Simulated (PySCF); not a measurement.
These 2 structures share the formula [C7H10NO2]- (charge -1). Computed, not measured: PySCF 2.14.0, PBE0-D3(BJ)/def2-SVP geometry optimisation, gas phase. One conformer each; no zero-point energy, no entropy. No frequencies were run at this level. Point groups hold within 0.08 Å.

**Question.** Order them by energy at this level, lowest first, and give relative energies in kcal/mol.
A. `[CH3:1]/[N:2]=[CH:3]\[CH2:4]/[C:5]([O-:6])=[CH:7]/[C:8]([CH3:9])=[O:10]` (charge -1) with N2–C3–C4–C5 106°, C3–C4–C5–O6 76°, C5–C7–C8–C9 -1°
B. `[CH3:1][N:2]([CH3:3])[C:4](/[CH:5]=[CH:6]\[O-:7])=[CH:8]/[CH:9]=[O:10]` (charge -1) with N2–C4–C5–C6 -1°, C4–C8–C9–O10 0°

**Answer.** A (0.0), B (11.3).

| SMILES | E (Eh) | E rel (kcal/mol) | dipole about centre of mass (D) | point group | A, B, C (MHz) |
| --- | --- | --- | --- | --- | --- |
| C/N=C\C/C([O-])=C/C(C)=O | -477.10026 | 0.0 | 4.34 | C1 | 2221, 721.8, 594.2 |
| CN(C)C(/C=C\[O-])=C/C=O | -477.08220 | 11.3 | 3.40 | Cs | 1991, 933.1, 727.5 |
